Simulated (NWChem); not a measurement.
System meant: C$_{2}$H$_{7}$O cation; SMILES C[OH+]C

Here is an NWChem input.

```
start job
memory heap 200 mb stack 700 mb global 900 mb
charge 1
geometry units angstroms noautosym nocenter noautoz
  C      0.269978     0.008518    -1.278267
  O     -0.504980    -0.051275     0.000000
  C      0.269978     0.008518     1.278267
  H      0.821322     0.949170    -1.313794
  H      0.926751    -0.858966    -1.254656
  H     -0.470590    -0.077409    -2.071920
  H     -1.245654     0.590834     0.000000
  H     -0.470590    -0.077409     2.071920
  H      0.926751    -0.858966     1.254656
  H      0.821322     0.949170     1.313794
end
basis spherical
  C library 6-31g*
  O library 6-31g*
  H library 6-31g*
end
dft
  xc m06-l
  iterations 150
end
property
  shielding 6 1 2 4 5 6 7
end
task dft property
```

End of the output:

```
 Vector   16  Occ=0.000000D+00  E=-1.148802D-01
              MO Center=  1.4D-01,  3.1D-02,  1.4D-08, r^2= 2.7D+00
   Bfn.  Coefficient  Atom+Function         Bfn.  Coefficient  Atom+Function
  ----- ------------  ---------------      ----- ------------  ---------------
    23      0.761682   2 O  pz                9      0.660938   1 C  pz
    37      0.660938   3 C  pz                6      0.630781   1 C  s
    34     -0.630781   3 C  s                19      0.477818   2 O  pz
     5      0.348706   1 C  pz               33      0.348706   3 C  pz
     7     -0.252097   1 C  px               35      0.252097   3 C  px

 center of mass
 --------------
 x =  -0.01116895 y =   0.00022253 z =  -0.00000000

 moments of inertia (a.u.)
 ------------------
         207.946619217897           0.828964565657          -0.000000000000
           0.828964565657         233.717802785329           0.000000000000
          -0.000000000000           0.000000000000          52.274385519864

     Multipole analysis of the density
     ---------------------------------

     L   x y z        total         alpha         beta         nuclear
     -   - - -        -----         -----         ----         -------
     0   0 0 0      1.000000    -13.000000    -13.000000     27.000000

     1   1 0 0     -0.199998     -0.581131     -0.581131      0.962264
     1   0 1 0      0.462326     -0.060271     -0.060271      0.582867
     1   0 0 1      0.000000      0.000000      0.000000     -0.000000

     2   2 0 0    -10.401643    -19.442465    -19.442465     28.483288
     2   1 1 0     -1.533375      0.057026      0.057026     -1.647428
     2   1 0 1     -0.000000     -0.000000     -0.000000     -0.000000
     2   0 2 0    -12.234572    -12.653165    -12.653165     13.071757
     2   0 1 1     -0.000000     -0.000000     -0.000000      0.000000
     2   0 0 2     -7.094325    -65.672497    -65.672497    124.250669

          -----------------------------------------
          Chemical Shielding Tensors (GIAO, in ppm)
          -----------------------------------------

 ------------------------------------------------------------------------
  xm06: d2 not coded                    0
 ------------------------------------------------------------------------
 ------------------------------------------------------------------------
  current input line :
    28: task dft property
 ------------------------------------------------------------------------
 ------------------------------------------------------------------------
 This error has not yet been assigned to a category
 ------------------------------------------------------------------------
 For more information see the NWChem manual at https://nwchemgit.github.io

0: xm06: d2 not coded:Received an Error in Communication
```

Problem. Can this run be used? If not, why, and what is the fix?

Solution. The run crashed. Cause: this functional's second derivatives, which shieldings need, aren't coded here; the fix takes a hybrid GGA instead. This input runs:
```
start job
memory heap 200 mb stack 700 mb global 900 mb
charge 1
geometry units angstroms noautosym nocenter noautoz
  C      0.269978     0.008518    -1.278267
  O     -0.504980    -0.051275     0.000000
  C      0.269978     0.008518     1.278267
  H      0.821322     0.949170    -1.313794
  H      0.926751    -0.858966    -1.254656
  H     -0.470590    -0.077409    -2.071920
  H     -1.245654     0.590834     0.000000
  H     -0.470590    -0.077409     2.071920
  H      0.926751    -0.858966     1.254656
  H      0.821322     0.949170     1.313794
end
basis spherical
  * library 6-31g*
end
dft
  xc pbe0
  iterations 150
end
property
  shielding 6 1 2 4 5 6 7
end
task dft property
```
It converges to -155.14681 Ha (PBE0/6-31G* (spherical d), GIAO).
